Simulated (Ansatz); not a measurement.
Job for Ansatz (an electronic-structure program): R-PBE0/def2-TZVPP on ClH3SiSn (SMILES [SiH3][Sn][Cl]), a point of a torsion scan. Elements past Kr take the def2 small-core potentials; no spin–orbit coupling.

Ansatz 0.2 input:
```yaml
crystal:
  periodic: [false, false, false]
  atoms:
    - {symbol: Si, position_ang: [-0.72275485, 0.04926102, -0.01688887]}
    - {symbol: Sn, position_ang: [1.58506085, 1.33367229, -0.05635514]}
    - {symbol: Cl, position_ang: [2.95831337, -0.60816686, -0.09698491]}
    - {symbol: H, position_ang: [-1.10070176, -0.45428563, 1.32167441]}
    - {symbol: H, position_ang: [-1.92064357, 0.82210291, -0.41405082]}
    - {symbol: H, position_ang: [-0.80202140, -1.14467811, -0.87950244]}
basis:
  gaussian:
    orbitals: def2-TZVPP
hamiltonian:
  xc: {name: PBE0}
scf: {lower_state_search: off}
```

Program output:

```
WARN ansatz: RAYON_NUM_THREADS=1 ignored (pool sized by the plan → 1); use --threads N
Functional definition: PBE0
these checks for a lower state are left out or cut short: stability, starts, cluster_reference, orbital_swaps, neighbouring_geometries, increment
integrals: 0.10 GiB planned
1254 factors; their error is unknown
mean field: 0.84 GiB planned
mean field evaluation 1: about -26273.2004 eV, gradient 2.1e1 eV
mean field evaluation 2: about -26272.1995 eV, gradient 3.0e1 eV
mean field evaluation 4: about -26274.8734 eV, gradient 1.6e0 eV
mean field evaluation 8: about -26275.0071 eV, gradient 4.2e-2 eV
mean field evaluation 16: about -26275.0071 eV, gradient 3.4e-6 eV
mean field -26275.00713144 eV, -965.5887022410 hartree, gradient 3.4e-6 eV, S^2 0.000000; 0 other end points of the search recorded, 0 dependent functions left out
reference -26275.00716406 eV, -965.5887034396 hartree; 28, 28 occupied and 148, 148 virtual orbitals, 1254 factors
Total energy: -26275.00716406 eV, -965.5887034396 hartree
Checks for a lower state left out: stability, starts, cluster_reference, orbital_swaps, neighbouring_geometries, increment
```

Self-consistency was reached.

Cost: very roughly 2.3 core-seconds.
